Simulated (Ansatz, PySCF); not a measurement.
Pair of molecules: CH4O (SMILES CO) (first 6 atoms) with CH2F2 (SMILES FCF); geometry from B3LYP-D3(BJ)/def2-TZVP.
(charge 0, multiplicity 1):
| atom | x (Å) | y (Å) | z (Å) |
|---|---|---|---|
| C | 0.3873 | -0.5809 | 0.4249 |
| O | 0.2626 | 0.7548 | 0.9094 |
| H | -0.2698 | -0.7641 | -0.4311 |
| H | 0.0922 | -1.2381 | 1.2403 |
| H | 1.4182 | -0.8170 | 0.1429 |
| H | 0.5396 | 1.3643 | 0.2184 |
| F | -0.0116 | -1.0789 | 3.8709 |
| C | 0.2493 | 0.2395 | 4.1332 |
| F | 1.3901 | 0.3054 | 4.8805 |
| H | -0.5757 | 0.6383 | 4.7259 |
| H | 0.4075 | 0.7537 | 3.1865 |

Counterpoise-corrected where a basis set is named; no monomer relaxation.

Frozen-core correlation. Rows in 6-31G* carry no dispersion term and start afresh at each structure (6-31G* with six Cartesian d functions).

Run with Ansatz (a quantum-chemistry and plane-wave program) with Gaussian orbitals; PySCF for 6-31G* rows. Each number belongs to the level named beside it.

**Question.** What is the computed interaction energy (B3LYP/6-31G*)?

**Answer.** -2.1 kcal/mol

**Question.** What is the computed interaction energy (revPBE/def2-TZVPPD)?

**Answer.** -0.8 kcal/mol

**Question.** What is the computed interaction energy (SCS-MP2/aug-cc-pVDZ)?

**Answer.** -2.4 kcal/mol
